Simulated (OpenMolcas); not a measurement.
## V2+, Nb2+, Ta2+: d3 down the group

```yaml
Program: OpenMolcas
Method: CASSCF
Basis: ANO-RCC-VQZP
Scalar_Hamiltonian: DKH2, point nucleus
Spin-orbit_coupling: state interaction with AMFI integrals over the reference wave functions, term energies averaged over their components
```

Active space for each ion: 3 electrons in 10 orbitals (d d).

Computed levels in cm-1 above 4F 3/2:

| Level | V2+ | Nb2+ | Ta2+ |
| --- | --- | --- | --- |
| 4F 5/2 | 156 | 504 | 2438 |
| 4F 7/2 | 370 | 1164 | 4990 |
| 4F 9/2 | 641 | 1948 | 7365 |
| 2G 7/2 | 14293 | 11802 | 14452 |
| 4P 1/2 | 14331 | 11104 | 12359 |
| 4P 3/2 | 14409 | 11216 | 11500 |
| 4P 5/2 | 14591 | 11931 | 15955 |
| 2H 9/2 | 18919 | 15577 | 14986 |
| 2P 1/2 | 19023 | 15457 | 19162 |
| weight of 4F in the lowest level (%) | 100 | 100 | 93 |

Mixed levels, with the weight of the term that names them: Ta2+ 4P 3/2 (59 %), Ta2+ 2H 9/2 (52 %).

Measured, with the error of the calculation in %. Measured levels: V2+ from Sugar and Corliss, J. Phys. Chem. Ref. Data 7, 1191 (1978); Nb2+ from the list in Shadmi, J. Res. Natl. Bur. Stand. 70A, 435 (1966).

```csv
Level,V2+,Nb2+
4F 5/2,146 (+7.1),516 (-2.3)
4F 7/2,342 (+8.5),1177 (-1.0)
4F 9/2,584 (+9.7),1939 (+0.5)
2G 7/2,11966 (+19.4),9236 (+27.8)
4P 1/2,11514 (+24.5),8664 (+28.2)
4P 3/2,11592 (+24.3),8608 (+30.3)
4P 5/2,11770 (+24.0),9594 (+24.4)
2H 9/2,16811 (+12.5),12916 (+20.6)
2P 1/2,15580 (+22.1),
```

The fine-structure level 4F 9/2 changes by a factor of 11.5 from V2+ to Ta2+.

Without spin-orbit coupling 2G lies 14060, 11038, 10606 cm-1 above 4F in that order; the difference to the level 2G 7/2, of either sign, comes from spin-orbit coupling, which also lowers the zero.

Without dynamic correlation excited terms often stand tens of per cent too high (terms of higher spin than the ground term too low), and those without a measured partner can miss by more than the paired ones. Active for correlation alone: 4d; no level in the range computed is led by a configuration that fills it, so any true level of that kind is missing (holds for V2+). Active for correlation alone: 5d; no level in the range computed is led by a configuration that fills it, so any true level of that kind is missing (holds for Nb2+). Active for correlation alone: 6d; no level in the range computed is led by a configuration that fills it, so any true level of that kind is missing (holds for Ta2+). Computed and measured levels are paired by configuration, term and J; levels that our copy of the source lacks, or whose pairing is in doubt (as where it misses far off the trend of its configuration), stay unpaired and out of the deviations. Levels of configurations outside the active space are missing.
